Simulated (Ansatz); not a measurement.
The cluster Na₅⁺, 5 atoms. Hardware: 4 threads of Arm Neoverse V1 on a shared host.

Correlated methods freeze 5 core orbitals; core or outer-core shells of Na are correlated, in sets that lack core-valence functions.

Question: How many basis functions does each of these Ansatz runs have, and roughly what does it cost? r2SCAN/def2-SVP, charge 1 quintet, relaxation, 30 steps; BHLYP/def2-TZVP, charge 1 triplet, energy, from earlier orbitals; r2SCAN/def2-TZVP, charge 1 unrestricted singlet, energy, from earlier orbitals; MP2/def2-TZVP, charge 1 quintet, energy, from earlier orbitals; RPA@PBE/def2-TZVP, charge 1 triplet, energy, from earlier orbitals; B2PLYP/def2-TZVP, charge 1 singlet, energy, from earlier orbitals; CAM-B3LYP/def2-TZVP, charge 1 triplet, energy, from earlier orbitals; PBE0/def2-SVP, charge 1 unrestricted singlet, energy with a search over starts; PBE/def2-TZVP, charge 1 unrestricted singlet, energy, from earlier orbitals; PBE/def2-TZVP, charge 1 singlet, energy, from earlier orbitals; r2SCANh/def2-TZVP, charge 1 singlet, energy, from earlier orbitals; revPBE/def2-TZVP, charge 1 quintet, energy, from earlier orbitals.

Answer: Other jobs shared the machine, so times can vary by a factor of up to 3. A dash marks memory too small to be measured apart from the calling script's.

| run | functions | fitting or Cholesky vectors | wall time | peak host memory (GiB) |
| --- | --- | --- | --- | --- |
| PBE/def2-TZVP, charge 1 singlet, energy, from earlier orbitals | 160 | 1385 | 1.9 s | – |
| MP2/def2-TZVP, charge 1 quintet, energy, from earlier orbitals | 160 | 1435 | 2.4 s | – |
| revPBE/def2-TZVP, charge 1 quintet, energy, from earlier orbitals | 160 | 1385 | 3.4 s | – |
| PBE/def2-TZVP, charge 1 unrestricted singlet, energy, from earlier orbitals | 160 | 1385 | 3.5 s | – |
| B2PLYP/def2-TZVP, charge 1 singlet, energy, from earlier orbitals | 160 | 1435 | 3.6 s | – |
| PBE0/def2-SVP, charge 1 unrestricted singlet, energy with a search over starts | 75 | 675 | 4.1 s | – |
| r2SCANh/def2-TZVP, charge 1 singlet, energy, from earlier orbitals | 160 | 1385 | 4.7 s | – |
| BHLYP/def2-TZVP, charge 1 triplet, energy, from earlier orbitals | 160 | 1470 | 7 s | 0.62 |
| RPA@PBE/def2-TZVP, charge 1 triplet, energy, from earlier orbitals | 160 | 1435 | 7 s | – |
| CAM-B3LYP/def2-TZVP, charge 1 triplet, energy, from earlier orbitals | 160 | 1385 | 8 s | 0.76 |
| r2SCAN/def2-TZVP, charge 1 unrestricted singlet, energy, from earlier orbitals | 160 | 1385 | 22 s | 0.57 |
| r2SCAN/def2-SVP, charge 1 quintet, relaxation, 30 steps | 75 | 875 | 3.3 min | – |
